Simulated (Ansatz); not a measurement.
Geometry optimisation, Ansatz 0.2.0, RKS r2SCAN/6-31G*.

Input file:

```yaml
crystal:
  periodic: [false, false, false]
  atoms:
    - { symbol: B, position_ang: [0.0, 0.0, 0.0] }
    - { symbol: Cl, position_ang: [0.0, 0.0, 2.21] }
    - { symbol: Cl, position_ang: [1.6108, 0.0, -0.93] }
    - { symbol: F, position_ang: [-1.1431, 0.0, -0.66] }
    - { symbol: F, position_ang: [0.3407, -1.4991, 0.5108] }
    - { symbol: H, position_ang: [0.2647, -1.1647, 1.5499] }
basis:
  gaussian: { orbitals: "6-31G*" }
hamiltonian:
  xc: r2scan
relax:
  f_tol: 0.15
  max_steps: 25
  restrain:
    - { distance: [0, 4], at: 2.52, k: 30.0 }
    - { distance: [5, 1], at: 2.57, k: 30.0 }
    - { distance: [0, 1], at: 1.86, k: 30.0 }
    - { distance: [5, 4], at: 0.92, k: 30.0 }
output:
  orbitals: {}
```

Run as:

```bash
$ ansatz run input.yaml --threads 2 --pin off --max-ram 3072MiB --backend cpu --events-out ev --progress --plain --runs-dir out
```

Where does it end, and by what steps?

The forces met the threshold. The restraints hold the end off the free minimum; the threshold counts their pulls, which the force column leaves out. Restrained pairs: B1–F5 (1.62 → 2.52 Å), Cl2–H6 (1.36 → 2.57 Å), B1–Cl2 (2.21 → 1.83 Å), F5–H6 (1.09 → 0.93 Å). After 6 steps the energy has fallen by 2.125 eV (the restraints' own energy left out); H6 moved furthest, 0.75 Å.

| step | energy less start (eV) | largest force component (eV/Å) | accepted |
| --- | --- | --- | --- |
| 0 | 0.0000 | 4.406 | yes |
| 1 | -0.6276 | 2.489 | yes |
| 2 | -0.8481 | 2.835 | yes |
| 3 | -1.2908 | 2.755 | yes |
| 4 | -1.9897 | 1.298 | yes |
| 5 | -2.1219 | 0.971 | yes |
| 6 | -2.1251 | 0.989 | yes |

```xyz
6
Properties=species:S:1:pos:R:3
B 0.008 0.276 0.047
Cl -0.046 0.616 1.841
Cl 1.523 0.371 -0.811
F -1.127 0.110 -0.583
F 0.257 -2.152 0.658
H 0.459 -1.886 1.528
```

Time of the run: 22 s on 2 threads of Arm Neoverse V1 (shared host), peak memory 0.17 GiB.
